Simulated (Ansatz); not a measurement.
```yaml
crystal:
  periodic: [false, false, false]
  atoms:
    - {symbol: F, position_ang: [0.049260, 0.952341, 0.907536]}
    - {symbol: C, position_ang: [0.455179, -0.414261, 1.132078]}
    - {symbol: B, position_ang: [0.237665, -1.236195, -0.213545]}
    - {symbol: O, position_ang: [-0.246963, -0.598029, -1.264283]}
    - {symbol: Ga, position_ang: [-0.653218, 1.206379, -1.141714]}
    - {symbol: H, position_ang: [-0.151081, -0.764994, 1.970876]}
    - {symbol: H, position_ang: [1.497092, -0.359874, 1.457062]}
    - {symbol: H, position_ang: [0.520330, -2.407001, -0.231813]}
    - {symbol: H, position_ang: [-2.166487, 1.487458, -0.898157]}
    - {symbol: H, position_ang: [0.458233, 2.134166, -1.718059]}
basis:
  gaussian: {orbitals: aug-cc-pVDZ, final_grid: {core_spheres: 20, valence_spheres: 16, degree: 47}}
hamiltonian: {xc: {name: B97}}
output: {forces: true}
```

```sh
$ ansatz run in.yaml --threads 4 --pin off --events-out ev --progress --plain --max-ram 10444MiB
```

It prints (some lines left out):

```
Functional definition: B97
1723 factors; integrals over basis functions are off by at most 7.5e-4 eV
mean field evaluation 1: about -58925.6706 eV, gradient 6.3e1 eV
mean field evaluation 2: about -58899.8877 eV, gradient 1.3e2 eV
mean field evaluation 4: about -58933.4397 eV, gradient 7.3e0 eV
mean field evaluation 8: about -58933.5728 eV, gradient 3.6e-1 eV
mean field evaluation 16: about -58933.5730 eV, gradient 6.1e-5 eV
mean field -58933.57301677 eV, -2165.7688617559 hartree, gradient 6.1e-5 eV, S^2 0.000000; 0 other end points of the search recorded, 0 dependent functions left out
reference -58933.57306562 eV, -2165.7688635512 hartree; 32, 32 occupied and 141, 141 virtual orbitals, 1723 factors
Total energy: -58933.57306562 eV, -2165.7688635512 hartree
Atom 0 at     0.049260     0.952341     0.907536 Å, force    -0.119719     0.596979     0.086640 eV/Å
Atom 1 at     0.455179    -0.414261     1.132078 Å, force     0.107705    -0.468098    -0.022275 eV/Å
Atom 2 at     0.237665    -1.236195    -0.213545 Å, force     0.153231    -0.231166     0.302869 eV/Å
Atom 3 at    -0.246963    -0.598029    -1.264283 Å, force    -0.099746    -0.246204    -0.512352 eV/Å
Atom 4 at    -0.653218     1.206379    -1.141714 Å, force    -0.158341     0.485596    -0.124172 eV/Å
Atom 5 at    -0.151081    -0.764994     1.970876 Å, force    -0.155519    -0.080679     0.222138 eV/Å
Atom 6 at     1.497092    -0.359874     1.457062 Å, force     0.266838     0.023160     0.090016 eV/Å
Atom 7 at     0.520330    -2.407001    -0.231813 Å, force     0.029950    -0.140050    -0.012375 eV/Å
Atom 8 at    -2.166487     1.487458    -0.898157 Å, force    -0.075197     0.014746     0.004377 eV/Å
Atom 9 at     0.458233     2.134166    -1.718059 Å, force     0.050799     0.045714    -0.034864 eV/Å
Dipole moment:     0.108862     0.025179     0.369274 e Å
```

Run time 3.6 s (4 threads of an Intel Xeon 6975P-C on a shared host); peak host memory 0.61 GiB.
